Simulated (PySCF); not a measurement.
**Spinor energies of Cu³⁺ (copper, charge +3)**

Start: [Ar] 3d7 4s1; 3d3/2 filled at m_j = +1/2, +3/2; 3d5/2 filled at m_j = -3/2, -1/2, +1/2, +3/2, +5/2; 4s1/2 filled at m_j = +1/2. Calculated with PySCF 2.14 in x2c-TZVPall-2c with one added diffuse shell each of s, p, d type (7s8p5d1f, 63 functions): generalised Hartree-Fock with the X2C-1e Hamiltonian and a Gaussian nucleus; one run each with spin-orbit coupling (SO) switched off, then screened by Boettger's factors. This is a chosen level, not necessarily the ground level.

| spinor shell | electrons | ε, spin-free (eV) | ε, screened SO (eV) | weight of nominal j (screened SO) | rms radius, screened SO (bohr) |
| --- | --- | --- | --- | --- | --- |
| 1s1/2 | 2 | -9106.4 | -9106.2 | 1.000 | 0.0601 |
| 2s1/2 | 2 | -1194.6 | -1194.5 | 1.000 | 0.254 |
| 2p1/2 | 2 | -1034.8 | -1049.5 | 0.995 | 0.226 |
| 2p3/2 | 4 | -1034.8 | -1027.6 | 0.998 | 0.229 |
| 3s1/2 | 2 | -197.97 | -197.94 | 1.000 | 0.749 |
| 3p1/2 | 2 | -147.75 | -154.30 | 0.661 | 0.782 |
| 3p3/2 | 4 | -147.75 | -144.48 | 0.831 | 0.791 |
| 3d5/2 | 5 | -71.886 | -73.230 | 0.573 | 0.891 |
| 3d3/2 | 2 | -71.886 | -68.563 | 0.669 | 0.907 |
| 4s1/2 | 1 | -40.302 | -40.300 | 1.000 | 2.49 |

```json
{"quantity": "E (hartree)", "spin-free": "-1650.43647", "screened SO": "-1650.48476"}
{"quantity": "M_J", "spin-free": "5", "screened SO": "5"}
{"quantity": "⟨J²⟩", "spin-free": "30.004", "screened SO": "30.004"}
{"quantity": "⟨L²⟩", "spin-free": "12.003", "screened SO": "12.033"}
{"quantity": "⟨S²⟩", "spin-free": "6.001", "screened SO": "5.988"}
```

Each row is a mean over spinors that exchange with the open shell spreads, by up to 14.581 eV (3p3/2).

Rows whose weight is well below 1 are mixtures of j = l ± 1/2: exchange outweighs spin-orbit coupling there, and the label is only the starting occupation.

Without spin-orbit coupling the j labels of p, d and f shells carry no meaning; the spin-free column gives the mean over the occupied spinors of each nl shell.
